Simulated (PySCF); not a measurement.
**Levels of Cs⁴²⁺ from EOM-EA-GCCSD**

Reference: closed-shell Cs⁴³⁺, [Ne] 3s2; one electron is added. Calculated with PySCF 2.14, two-component X2C-1e with screened spin-orbit coupling, an even-tempered Gaussian basis (18 s from 3.4 bohr⁻², ratio 2.6; 14 p from 4.4 bohr⁻², ratio 2.6; 6 d from 4.5 bohr⁻², ratio 2.8; 4 f from 63 bohr⁻², ratio 2.8); frozen 1s2; the 54 highest virtual spinors dropped; of the others 56 kept and the rest restored at second order. No Breit or QED terms. Binding energies in eV.

| level | Koopmans | second order | EOM-CCSD |
| --- | --- | --- | --- |
| 3p1/2 | 3214.5 | 3216.5 | 3216.1 |
| 3p3/2 | 3122.3 | 3124.7 | 3124.7 |
| 3d3/2 | 2968.2 | near a pole | 2964.0 |
| 3d5/2 | 2948.3 | near a pole | 2955.8 |

In EOM-CCSD the overlap with the one-orbital guess is low for 3d3/2 (weight 0.82), 3d5/2 (weight 0.67). That can mean mixing with two-particle, one-hole states, where second order and EOM-CCSD lose accuracy, or only a rotation among the degenerate components of the shell; the terms of those configurations are not listed.

For comparison, the ionisation energy of Cs⁴²⁺ is 3214 ± 4 eV (theoretical estimate listed by NIST; NIST Atomic Spectra Database, ionization energies).

Only part of the computed levels is shown.
